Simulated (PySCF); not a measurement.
H₄P₂, SMILES PP. Geometry optimised at B3LYP-D3(BJ)/def2-TZVP.

Task: Give the equilibrium geometry at B3LYP-D3(BJ)/def2-TZVP (PySCF confirms it by a frequency run) as Cartesian coordinates in Å, and its point group. (Estimate from the structure and the level; the computed values follow.)

Result: point group C2h.
```xyz
6

P     -1.1175    -0.1312     0.0000
P      1.1175     0.1312     0.0000
H     -1.3225     0.8312     1.0246
H     -1.3225     0.8312    -1.0246
H      1.3225    -0.8312     1.0246
H      1.3225    -0.8312    -1.0246
```
